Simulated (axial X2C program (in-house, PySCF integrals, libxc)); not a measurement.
## Density and ELF of CaTe

Calculated with an axial X2C code built on PySCF integrals. Two-component (2c) means X2C with spin–orbit coupling and atomic mean-field two-electron Coulomb and Gaunt terms. Basis: Te dyall-cv3z [11s12p8d4f1g], Ca dyall-cv3z [11s12p6d4f] (cores contracted in-house); Gaussian nuclei, density fitting, unrestricted open shells. Masses: Te 129.906 u, Ca 39.963 u.

PBE0, with spin–orbit coupling, state Ω = 0 (closed shell); Te at z = 0, Ca at z = 2.659 Å.

The maps cover the half plane through the axis: z from -2.4 to 4.8 Å along the bond, ρ from 0.15 to 2.25 Å away from it.

log10 of the density in e/bohr³:

```
 ρ\z  -2.4  -1.8  -1.2  -0.6   0.0   0.6   1.2   1.8   2.4   3.0   3.6   4.2   4.8
0.15  -2.9  -2.1  -1.3  -0.2   1.8  -0.2  -1.2  -0.9   0.2   0.0  -1.1  -2.2  -2.8
0.45  -3.0  -2.2  -1.4  -0.6   0.4  -0.6  -1.3  -1.2  -0.2  -0.3  -1.3  -2.3  -2.9
0.75  -3.1  -2.3  -1.6  -1.0  -0.6  -1.0  -1.4  -1.5  -0.8  -0.8  -1.7  -2.5  -3.0
1.05  -3.2  -2.5  -1.8  -1.3  -1.1  -1.3  -1.6  -1.8  -1.5  -1.6  -2.2  -2.7  -3.1
1.35  -3.4  -2.7  -2.1  -1.6  -1.5  -1.6  -1.8  -2.1  -2.2  -2.3  -2.6  -2.9  -3.3
1.65  -3.6  -2.9  -2.4  -2.0  -1.8  -1.9  -2.1  -2.3  -2.6  -2.8  -3.0  -3.2  -3.5
1.95  -3.8  -3.2  -2.7  -2.4  -2.2  -2.2  -2.4  -2.6  -2.9  -3.1  -3.3  -3.4  -3.7
2.25  -4.0  -3.5  -3.0  -2.7  -2.6  -2.6  -2.7  -2.8  -3.1  -3.4  -3.5  -3.7  -4.0
```

Electron localisation function (collinear form, no current term, damped to 0 at low density):

```
 ρ\z  -2.4  -1.8  -1.2  -0.6   0.0   0.6   1.2   1.8   2.4   3.0   3.6   4.2   4.8
0.15  0.19  0.61  0.67  0.48  0.77  0.48  0.54  0.42  0.13  0.17  0.64  0.18  0.54
0.45  0.17  0.59  0.72  0.28  0.76  0.26  0.61  0.26  0.82  0.85  0.50  0.18  0.53
0.75  0.14  0.54  0.76  0.38  0.27  0.34  0.71  0.14  0.80  0.81  0.26  0.18  0.50
1.05  0.09  0.46  0.74  0.70  0.50  0.68  0.77  0.14  0.25  0.37  0.09  0.20  0.41
1.35  0.05  0.35  0.67  0.78  0.76  0.77  0.78  0.28  0.03  0.03  0.04  0.21  0.25
1.65  0.02  0.23  0.55  0.71  0.75  0.74  0.75  0.49  0.02  0.01  0.03  0.18  0.10
1.95  0.01  0.12  0.38  0.58  0.64  0.65  0.66  0.55  0.07  0.01  0.03  0.09  0.02
2.25  0.00  0.04  0.21  0.40  0.48  0.50  0.51  0.44  0.11  0.02  0.03  0.03  0.00
```

One determinant describes the state; a PBE0 search over occupations chose it and may have missed a lower one.
